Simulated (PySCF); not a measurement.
Gas-phase reaction: 3 (H₂SiO)₃ → 3 SiO(OH)₂ + 2 c-Si₃H₆

Method: PySCF energies plus ideal-gas RRHO corrections (1 bar). † marks an energy on the PBE0/def2-TZVP geometry and frequencies; other levels use their own. 6-31G* has spherical d functions here. All species are closed-shell singlets. B3LYP is the form with VWN-RPA correlation. (H₂SiO)₃, SiO(OH)₂, c-Si₃H₆: computed as isolated molecules; such fragments, hydroxides, amides, oligomers or adducts are transient or little studied in the gas.

```
level               ΔH°(298 K), kJ
------------------  --------------
B3LYP/6-31G*                  1634
M06-2X/def2-TZVP†       (withheld)
PBE/def2-TZVP†          (withheld)
PBE0/def2-TZVP                1574
ωB97M-V/def2-TZVP†      (withheld)
ωB97X-V/def2-TZVP†            1722
```

Q: What belongs in the gaps?

A: 
- M06-2X/def2-TZVP†, ΔH°(298 K), kJ: 1794
- PBE/def2-TZVP†, ΔH°(298 K), kJ: 1429
- ωB97M-V/def2-TZVP†, ΔH°(298 K), kJ: 1723
